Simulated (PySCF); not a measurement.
CH₅OSb (SMILES C[O][SbH2]), singlet, at a GFN2-xTB geometry (core potentials on Sb). Base run: CAMB3LYP/def2-SVP, polarisability in PySCF.

Here is a job for PySCF.
```python
from pyscf import gto, scf, dft
from pyscf.prop import polarizability

mol = gto.M(
    atom='''
Sb   -0.389371    0.262694    0.385764
H    -1.479312   -0.569596   -0.647876
H    -0.309289    1.456184   -0.846413
O     1.190996   -0.715131   -0.278058
C     1.329245   -0.929487   -1.650521
H     1.384165    0.013348   -2.203590
H     2.259466   -1.480911   -1.795006
H     0.499440   -1.518467   -2.053464
''',
    basis='def2-svp',
    ecp={'Sb': 'def2-svp'},
    charge=0,
    spin=0,
    verbose=3,
)

mf = dft.RKS(mol)
mf.xc = 'camb3lyp'
mf.kernel()
alpha = mf.Polarizability().polarizability()[2, 2]
print('alpha_zz =', alpha)
```

Each row names what was changed in the base input (with any setting that the change needs).

```csv
change,alpha_zz (bohr³),basis functions,core-seconds (rough)
base,50.50,79,40
finite field (a.u.) = 0.05; conv_tol = 1e-11,51.10,79,60
basis = STO-3G,[?],[?],20
functional = pbe0,51.49,79,20
functional = hf,47.97,79,3
basis = def2-SVPD,[?],[?],80
finite field (a.u.) = 2e-4; conv_tol = 1e-6,47.76,79,30
finite field (a.u.) = 0.02; conv_tol = 1e-11,50.59,79,60
finite field (a.u.) = 0.005; conv_tol = 1e-11,50.51,79,50
finite field (a.u.) = 0.001; conv_tol = 1e-11,50.50,79,50
functional = pbe,53.28,79,20
"functional = lda,vwn",53.62,79,10
```

Question: Some entries are withheld; supply them.

Answer: 
- basis = STO-3G, alpha_zz (bohr³): 22.78
- basis = STO-3G, basis functions: 42
- basis = def2-SVPD, alpha_zz (bohr³): 61.30
- basis = def2-SVPD, basis functions: 115

Finite-field rows take the second difference of the energy in a field along z; a small field with loose convergence shows SCF noise divided by the square of the field, and a large one adds hyperpolarisability.
